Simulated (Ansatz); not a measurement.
A structure relaxed at PBE-D4/def2-SVPD in Ansatz, charge -1, singlet:

```xyz
7

Cu    0.8410    0.1039    1.3342
Cu   -0.1489   -1.5478   -0.2841
Cu   -1.5206   -0.2678    1.2478
Cu    1.7637   -0.2399   -0.8786
Cu   -2.3795   -0.8536   -0.8934
Cu    1.8695    1.9186    0.1186
Al   -0.4251    0.8867   -0.6445
```

Problem. Give its formula and point group.

Solution. AlCu₆⁻. Point group C2 (tolerance 0.1 Å).

Problem. Summarise the bond lengths by kind (pairs closer than 1.2 times the sum of covalent radii, bridged metal pairs left out).

Solution. 9 × Cu–Cu 2.38 to 2.52 Å; 6 × Al–Cu 2.47 to 2.63 Å.

The restricted singlet is unstable towards broken spin symmetry in Hartree–Fock (as tested in another run); at PBE-D4/def2-SVPD this wasn't settled. The structure comes from a short search, and lower isomers may exist.
